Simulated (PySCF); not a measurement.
(3Z)-3-methylpenta-1,3-diene (C6H10), SMILES C(/C)(C=C)=C\C.

The structure is a stationary point at PBE-D3(BJ)/def2-SVP. Other conformers were not sampled.

Two levels are set side by side: PBE/def2-TZVP (PySCF) and B3LYP/def2-TZVP (PySCF). Same geometry, gas phase. Differences are taken from unrounded values.

| quantity | B3LYP | PBE | PBE minus B3LYP |
|---|---|---|---|
| orbital gap (eV) | 5.18 | 3.70 | -1.47 |
| highest occupied level (eV) | -6.14 | -5.38 | 0.76 |
| lowest empty level (eV) | -0.97 | -1.68 | -0.71 |
| dipole moment (D) | 0.51 | 0.56 | 0.04 |
| mean polarisability (bohr³) | 81.0 | 82.4 | 1.4 |

Without exact exchange PBE keeps part of each electron's self-repulsion, which lifts occupied levels and narrows the gap. Differences between two approximate levels are no errors against the true value.

Rough cost on one machine, each run with all the roots and properties that it gave: B3LYP against PBE within a factor of 2.
